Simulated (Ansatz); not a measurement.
CCl$_{2}$FNSn, SMILES `N#[C][Sn]([F])([Cl])[Cl]`, relaxed with RKS PBE-D4/def2-SVP in Ansatz from a rough embedded geometry. The force threshold is 0.03 eV/Å; the program also tests the step.

Total charge 0; spin multiplicity 1. Sn takes the def2 core potential.

Start:

```xyz
6

N     1.316    2.389   -0.556
C     0.750    1.326   -0.346
Sn   -0.257   -0.505    0.008
F    -0.672   -1.284   -1.620
Cl   -2.262   -0.037    1.184
Cl    1.125   -1.891    1.331
```

```
step  energy (eV)  largest force (eV/Å)  largest move (Å)
   1  -36094.8062                 3.166             0.000
   2  -36095.0585                 0.291             0.069
   3  -36095.0634                 0.032             0.022
   4  -36095.0635                 0.005             0.004
```

End:

```xyz
6

N     1.308    2.360   -0.563
C     0.753    1.349   -0.345
Sn   -0.254   -0.461    0.072
F    -0.657   -1.308   -1.625
Cl   -2.264   -0.041    1.170
Cl    1.114   -1.898    1.291
```

It took 4.6 s on 4 threads of a server CPU on a shared host, with 0.18 GiB of host memory at the peak.
